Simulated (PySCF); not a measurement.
CH₅AlBSi, AlClH₃OSi, BH₃NO, C₂H₆BSi and others (calculated)

Calculation on a computer-drawn molecule: the log of a Hartree-Fock and frozen-core CCSD(T) single point meant for a local Hartree-Fock minimum, with one planted fault or none, to be diagnosed. Offsets are logged minus clean, where the clean run is the same molecule without the fault. The reference is restricted for singlets and unrestricted otherwise, and also for a bond in bohr or an excited solution. Adding or removing an electron swaps singlet and doublet. The excited solution moves the top pair (singlet) or top alpha electron (doublet) to the lowest empty orbital. Highest occupied and lowest empty are orbital energies over both spins, largest force is the largest gradient component, triples share is (T) over the correlation energy, the T1 limit is 0.02 restricted and 0.045 unrestricted, electrons count all cores, a negative frequency is imaginary (commonest isotopes), and the dipole is about the centre of nuclear charge. Program: PySCF 2.14.0.

Common to all runs: logged SCF converged yes; logged CC converged yes; logged SCF stable within its kind yes; possible faults no fault, one electron removed, one electron added, multiplicity raised by two, geometry at a saddle point, SCF held on an excited solution, minimal basis STO-3G, one bond length entered in bohr, all coordinates scaled.

(1) 
```xyz
9
formula=CH5AlBSi meant_charge=1 meant_multiplicity=1 meant_basis=cc-pV(D+d)Z logged_electrons=42 logged_basis_functions=99 logged_spin_squared=0 logged_highest_occupied=-15.539 logged_lowest_empty=-4.4514 logged_largest_force=2.165e-05 logged_lowest_frequency=147.1 logged_T1_diagnostic=0.015336 logged_D1_diagnostic=0.041906 logged_triples_share=0.036249 logged_dipole_magnitude=3.4852 logged_energy_HF=-596.03065 logged_energy_CCSD(T)=-596.43732 planted_fault=no_fault HF_energy_offset_from_clean_run=0 CCSD(T)_energy_offset_from_clean_run=0
B      1.1172    -0.1304     0.7915
C     -0.2281     0.2349     0.9015
Al    -0.7685     1.1192     2.6300
Si    -1.3547    -0.0612    -0.3835
H      2.2526    -0.4216     0.7378
H      0.3718     1.3086     3.6781
H     -2.2838     1.4965     2.6744
H     -0.9725    -0.7028    -1.6432
H     -2.7614     0.3212    -0.2689
```

Units: logged_highest_occupied, logged_lowest_empty in eV; logged_largest_force in hartree/bohr; logged_lowest_frequency in cm⁻¹; logged_dipole_magnitude in debye; logged_energy_HF, logged_energy_CCSD(T) in hartree; HF_energy_offset_from_clean_run, CCSD(T)_energy_offset_from_clean_run in kcal/mol.

Drawn bonds:
```
atom  other atom  order
   1           2      1
   2           3      1
   2           4      2
   1           5      1
   3           6      1
   3           7      1
   4           8      1
   4           9      1
```

(2) 
```xyz
7
formula=AlClH3OSi meant_charge=0 meant_multiplicity=2 meant_basis=cc-pV(D+d)Z logged_electrons=55 logged_basis_functions=35 logged_spin_squared=0.752 logged_highest_occupied=-5.7356 logged_lowest_empty=6.4423 logged_largest_force=0.041969 logged_T1_diagnostic=0.019068 logged_D1_diagnostic=0.084812 logged_triples_share=0.04326 logged_dipole_magnitude=2.5434 logged_energy_HF=-1054.88595 logged_energy_CCSD(T)=-1055.01715 planted_fault=minimal_basis_STO-3G HF_energy_offset_from_clean_run=7671 CCSD(T)_energy_offset_from_clean_run=7909
Si    -0.4621     0.4947     0.4466
O      1.1103     0.3432    -0.0022
Al     2.6224    -0.0123    -0.6191
Cl     2.7944    -1.5688    -2.0284
H     -0.9479     1.8556     0.1092
H     -0.5876     0.2671     1.9076
H      3.8939     0.7718    -0.1811
```

Units: logged_highest_occupied, logged_lowest_empty in eV; logged_largest_force in hartree/bohr; logged_dipole_magnitude in debye; logged_energy_HF, logged_energy_CCSD(T) in hartree; HF_energy_offset_from_clean_run, CCSD(T)_energy_offset_from_clean_run in kcal/mol.

Drawn bonds:
```
atom  other atom  order
   1           2      1
   2           3      1
   3           4      1
   1           5      1
   1           6      1
   3           7      1
```

(3) 
```xyz
6
formula=BH3NO meant_charge=-1 meant_multiplicity=1 meant_basis=aug-cc-pVDZ logged_electrons=23 logged_basis_functions=96 logged_spin_squared=0.7636 logged_highest_occupied=-11.54 logged_lowest_empty=0.65658 logged_largest_force=0.11617 logged_T1_diagnostic=0.03217 logged_D1_diagnostic=0.16362 logged_triples_share=0.030377 logged_dipole_magnitude=1.6775 logged_energy_HF=-155.79571 logged_energy_CCSD(T)=-156.2634 planted_fault=one_electron_removed HF_energy_offset_from_clean_run=24.67 CCSD(T)_energy_offset_from_clean_run=60.45
N     -0.2017    -0.5086     2.7896
B     -0.5708    -1.4649     1.7050
O     -1.7319    -1.5834     1.1782
H      0.7561    -0.2387     2.8814
H     -0.8231     0.2642     2.9268
H      0.4365    -2.1633     1.3990
```

Units: logged_highest_occupied, logged_lowest_empty in eV; logged_largest_force in hartree/bohr; logged_dipole_magnitude in debye; logged_energy_HF, logged_energy_CCSD(T) in hartree; HF_energy_offset_from_clean_run, CCSD(T)_energy_offset_from_clean_run in kcal/mol.

Drawn bonds:
```
atom  other atom  order
   1           2      1
   2           3      1
   1           4      1
   1           5      1
   2           6      1
```

(4) 
```xyz
10
formula=C2H6BSi meant_charge=0 meant_multiplicity=2 meant_basis=cc-pV(D+d)Z logged_electrons=37 logged_basis_functions=95 logged_spin_squared=1.7252 logged_highest_occupied=-8.3346 logged_lowest_empty=0.53481 logged_largest_force=0.014624 logged_T1_diagnostic=0.043019 logged_D1_diagnostic=0.15688 logged_triples_share=0.039049 logged_dipole_magnitude=0.17429 logged_energy_HF=-392.65532 logged_energy_CCSD(T)=-393.14926 planted_fault=one_bond_length_entered_in_bohr,row_8_of_the_drawn_bonds HF_energy_offset_from_clean_run=63.74 CCSD(T)_energy_offset_from_clean_run=73.49
C     -0.8711     1.6779     0.0437
C     -0.8173     0.2031    -0.2733
B     -1.0787    -0.4413    -1.4831
Si    -1.3951    -1.5349    -3.0684
H      0.1021     2.0395     0.3871
H     -1.1596     2.2725    -0.8244
H     -1.5916     1.8803     0.8410
H     -0.5362    -0.4484     0.5551
H     -4.0134    -1.7779    -4.0018
H     -0.4341    -1.4390    -4.1853
```

Units: logged_highest_occupied, logged_lowest_empty in eV; logged_largest_force in hartree/bohr; logged_dipole_magnitude in debye; logged_energy_HF, logged_energy_CCSD(T) in hartree; HF_energy_offset_from_clean_run, CCSD(T)_energy_offset_from_clean_run in kcal/mol.

Drawn bonds:
```
atom  other atom  order
   1           2      1
   2           3      2
   3           4      1
   1           5      1
   1           6      1
   1           7      1
   2           8      1
   4           9      1
   4          10      1
```

(5) 
```xyz
5
formula=AlBH3 meant_charge=1 meant_multiplicity=1 meant_basis=cc-pV(D+d)Z logged_electrons=20 logged_basis_functions=52 logged_spin_squared=0.911 logged_highest_occupied=-13.311 logged_lowest_empty=-6.2267 logged_largest_force=0.0145 logged_T1_diagnostic=0.070622 logged_D1_diagnostic=0.26718 logged_triples_share=0.024684 logged_dipole_magnitude=3.821 logged_energy_HF=-267.95334 logged_energy_CCSD(T)=-268.09101 planted_fault=one_bond_length_entered_in_bohr,row_1_of_the_drawn_bonds HF_energy_offset_from_clean_run=52.37 CCSD(T)_energy_offset_from_clean_run=64.62
B      2.0353    -0.5078    -0.8733
Al     0.1044    -1.5131    -4.3562
H      1.9145     0.6049    -0.4727
H      2.6781    -1.3490    -0.3322
H     -0.6250    -1.8925    -5.6717
```

Units: logged_highest_occupied, logged_lowest_empty in eV; logged_largest_force in hartree/bohr; logged_dipole_magnitude in debye; logged_energy_HF, logged_energy_CCSD(T) in hartree; HF_energy_offset_from_clean_run, CCSD(T)_energy_offset_from_clean_run in kcal/mol.

Drawn bonds:
```
atom  other atom  order
   1           2      1
   1           3      1
   1           4      1
   2           5      1
```

Notes: T1 above single-reference limit.

(6) 
```xyz
10
formula=CH7Si2 meant_charge=0 meant_multiplicity=2 meant_basis=cc-pV(D+d)Z logged_electrons=40 logged_basis_functions=95 logged_spin_squared=0 logged_highest_occupied=-17.937 logged_lowest_empty=-6.9558 logged_largest_force=0.052489 logged_T1_diagnostic=0.027642 logged_D1_diagnostic=0.10879 logged_triples_share=0.027414 logged_dipole_magnitude=2.1439 logged_energy_HF=-619.45897 logged_energy_CCSD(T)=-619.84376 planted_fault=one_electron_removed HF_energy_offset_from_clean_run=199.9 CCSD(T)_energy_offset_from_clean_run=206
Si    -0.6497     0.8560     3.4284
C     -1.3019     0.2678     1.7811
Si    -0.5851    -0.9859     0.5981
H     -1.6349     0.5750     4.5009
H     -0.4111     2.3195     3.3933
H      0.6219     0.1720     3.7561
H     -2.2414     0.7245     1.4625
H     -1.5411    -2.1006     0.3898
H     -0.3174    -0.3559    -0.7177
H      0.6818    -1.5360     1.1315
```

Units: logged_highest_occupied, logged_lowest_empty in eV; logged_largest_force in hartree/bohr; logged_dipole_magnitude in debye; logged_energy_HF, logged_energy_CCSD(T) in hartree; HF_energy_offset_from_clean_run, CCSD(T)_energy_offset_from_clean_run in kcal/mol.

Drawn bonds:
```
atom  other atom  order
   1           2      1
   2           3      1
   1           4      1
   1           5      1
   1           6      1
   2           7      1
   3           8      1
   3           9      1
   3          10      1
```

Notes: T1 above single-reference limit.
